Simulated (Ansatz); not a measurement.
Relaxation of K2Se with RKS r2SCAN-D4/def2-TZVP.

```sh
$ ansatz run in.yaml --threads 4 --pin off --events-out ev --progress --plain --max-ram 3916MiB
```

```yaml
crystal:
  periodic: [false, false, false]
  atoms:
    - {symbol: K, position_ang: [1.292310, -0.211690, 2.529660]}
    - {symbol: K, position_ang: [0.049390, -1.064530, -0.931620]}
    - {symbol: Se, position_ang: [-1.341710, 1.276220, -1.598040]}
basis:
  gaussian: {orbitals: def2-TZVP}
hamiltonian: {xc: r2scan, dispersion: d4}
scf: {lower_state_search: "off"}
output: {orbitals: {seedname: orbitals}}
relax: {f_tol: 0.02, max_steps: 100}
```

Run time 53 s (4 threads of Intel Xeon on a shared host).

Positions (Å) and forces (eV/Å) at steps 1, 2, 3, 4, 5, 6, 7, 8, 9, 10, 11, 12, 13, 16, 17 of 17:

```xyz
3
step=1 energy=-97996.4434 eV
K     1.292   -0.212    2.530   -0.128    0.275   -0.003
K     0.049   -1.065   -0.932    0.052   -0.471   -0.348
Se   -1.342    1.276   -1.598    0.076    0.197    0.351
3
step=2 energy=-97996.6746 eV
K     1.204   -0.110    2.441   -0.209    0.352   -0.100
K     0.061   -1.183   -1.021   -0.010   -0.416   -0.426
Se   -1.265    1.293   -1.420    0.219    0.064    0.526
3
step=3 energy=-97996.9642 eV
K     1.118   -0.005    2.363   -0.301    0.421   -0.227
K     0.071   -1.306   -1.121   -0.132   -0.184   -0.458
Se   -1.189    1.310   -1.242    0.432   -0.237    0.685
3
step=4 energy=-97997.2616 eV
K     1.048    0.089    2.305   -0.384    0.460   -0.365
K     0.058   -1.376   -1.217   -0.130   -0.159   -0.429
Se   -1.106    1.288   -1.088    0.513   -0.301    0.794
3
step=5 energy=-97997.6357 eV
K     0.969    0.190    2.237   -0.462    0.486   -0.504
K     0.041   -1.444   -1.319   -0.139   -0.092   -0.384
Se   -1.010    1.253   -0.918    0.601   -0.394    0.888
3
step=6 energy=-97998.0252 eV
K     0.891    0.285    2.163   -0.491    0.483   -0.569
K     0.022   -1.495   -1.408   -0.150   -0.011   -0.329
Se   -0.913    1.210   -0.755    0.641   -0.472    0.898
3
step=7 energy=-97998.3100 eV
K     0.841    0.374    2.144   -0.456    0.414   -0.561
K    -0.010   -1.522   -1.503   -0.124   -0.012   -0.273
Se   -0.831    1.149   -0.641    0.579   -0.403    0.834
3
step=8 energy=-97998.5914 eV
K     0.760    0.452    2.049   -0.187    0.286   -0.118
K    -0.032   -1.534   -1.560   -0.111   -0.026   -0.260
Se   -0.729    1.082   -0.489    0.298   -0.261    0.378
3
step=9 energy=-97998.7186 eV
K     0.723    0.602    2.116    0.068    0.111    0.252
K    -0.097   -1.575   -1.739   -0.098    0.141   -0.070
Se   -0.626    0.974   -0.377    0.030   -0.252   -0.181
3
step=10 energy=-97998.7691 eV
K     0.741    0.716    2.266   -0.137    0.086   -0.207
K    -0.161   -1.588   -1.886   -0.053    0.091   -0.024
Se   -0.580    0.872   -0.380    0.190   -0.177    0.231
3
step=11 energy=-97998.8139 eV
K     0.710    0.854    2.335   -0.057    0.031   -0.089
K    -0.232   -1.569   -2.019   -0.012   -0.073   -0.096
Se   -0.478    0.715   -0.316    0.068    0.042    0.185
3
step=12 energy=-97998.8281 eV
K     0.685    0.981    2.406   -0.018    0.009   -0.029
K    -0.293   -1.585   -2.163   -0.013    0.124    0.093
Se   -0.392    0.604   -0.243    0.031   -0.133   -0.064
3
step=13 energy=-97998.8343 eV
K     0.669    1.033    2.423   -0.006    0.008   -0.004
K    -0.321   -1.565   -2.203   -0.006    0.046    0.033
Se   -0.348    0.532   -0.219    0.011   -0.054   -0.028
3
step=16 energy=-97998.8379 eV
K     0.623    1.178    2.466   -0.001   -0.001   -0.003
K    -0.400   -1.518   -2.323    0.000    0.004    0.004
Se   -0.224    0.340   -0.143    0.001   -0.003    0.000
3
step=17 energy=-97998.8380 eV
K     0.617    1.195    2.469   -0.001    0.000   -0.002
K    -0.409   -1.510   -2.336    0.000    0.001    0.001
Se   -0.208    0.316   -0.133    0.001   -0.001    0.000
```

The structure comes from a short search, and lower isomers may exist.
